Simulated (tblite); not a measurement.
Species: C9H7 (doublet state).
SMILES with atom numbers: `[CH:1]#[C:2][C:3]1=[CH:4][CH:5]=[CH:6]/[C:7]1=[CH:8]/[CH2:9]` (hydrogens: H10 on C1; H11 on C4; H12 on C5; H13 on C6; H14 on C8; H15, H16 on C9)

Structure used (GFN2-xTB), in Å, numbered top down from 1:
```xyz
16
C9H7 angstrom
C      1.470    2.566   -0.256
C      0.654    1.676   -0.264
C     -0.346    0.710   -0.307
C     -1.629    0.911   -0.767
C     -2.338   -0.304   -0.650
C     -1.492   -1.275   -0.114
C     -0.245   -0.707    0.119
C      0.876   -1.387    0.662
C      2.089   -0.862    0.899
H      2.203    3.316   -0.235
H     -2.023    1.835   -1.147
H     -3.365   -0.450   -0.933
H     -1.756   -2.296    0.089
H      0.701   -2.432    0.897
H      2.883   -1.459    1.315
H      2.312    0.167    0.683
```

All values are computed: GFN2-xTB (tblite) harmonic vibrations without scaling, gas phase. Against measured fundamentals such values can be off by several per cent, at times by over 20. One conformer, not necessarily the lowest. Open shells enter through the occupations alone, without spin polarisation, and single modes of such species can be off by tens of per cent.

Harmonic wavenumbers (cm⁻¹): 68.7, 141.2, 158.3, 211.7, 222.9, 374.0, 394.6, 453.5, 491.4, 533.6, 560.5, 612.9, 643.5, 690.0, 696.3, 775.1, 800.5, 803.2, 830.0, 865.6, 922.9, 979.1, 1013.5, 1068.2, 1083.2, 1175.1, 1239.6, 1297.2, 1324.4, 1334.2, 1394.2, 1466.0, 1492.1, 1585.7, 2189.4, 3032.9, 3113.0, 3127.6, 3143.2, 3151.2, 3153.1, 3391.9.

A = 2316, B = 1766, C = 1002 MHz; mass 115.055 u (most abundant isotopes); point group Cs, symmetry number 1; spin multiplicity 2.

Question: What is the zero-point energy?

Answer: ½Σν̃ = 26003 cm⁻¹ = 74.34 kcal/mol.

Question: Give the ideal-gas entropy at 273.15 K and 1 bar in the rigid-rotor, harmonic-oscillator model (classical rotation).

Answer: Translation 39.73, rotation 28.49, vibration 18.95, spin (R ln 2) 1.38: S = 88.5 cal/(mol K).

Question: And Cp and H(273.15 K) − H(0)?

Answer: Cp = 32.52 cal/(mol K), of which vibrations give 24.57 (their classical limit is 42 R = 83.5); H(273.15 K) − H(0) = 5.19 kcal/mol without the zero-point energy, 3.02 from vibrations.

Question: What must be added to the electronic energy to get the Gibbs energy at 273.15 K and 1 bar?

Answer: ZPE + [H(273.15 K) − H(0)] − T·S = 74.34 + 5.19 − 24.19 = 55.34 kcal/mol.

Question: How do the functions run with temperature in this model?

Answer: 
| T (K) | S (cal/(mol K)) | Cp (cal/(mol K)) | H − H(0) (kcal/mol) | G − H(0) (kcal/mol) | ln q(vib) |
| --- | --- | --- | --- | --- | --- |
| 150 | 73.3 | 19.8 | 1.97 | -9.02 | 1.63 |
| 250 | 85.8 | 30.1 | 4.46 | -16.98 | 3.51 |
| 298.15 | 91.5 | 35.0 | 6.03 | -21.25 | 4.49 |
| 400 | 103.1 | 44.2 | 10.08 | -31.17 | 6.66 |
| 600 | 123.7 | 57.0 | 20.31 | -53.90 | 11.04 |
| 900 | 149.2 | 68.4 | 39.28 | -94.97 | 17.31 |

q(vib) and H(0) count from the zero-point level.

Hindered rotation and anharmonicity are outside this model. Other conformers, if any are populated, would add a mixing term that is left out.

Time: 0.64 s. Hardware: Intel Xeon at 2.60 GHz, one thread, shared host with 128 logical CPUs at a one-minute load of 8.8. The figure is for the frequency step alone.
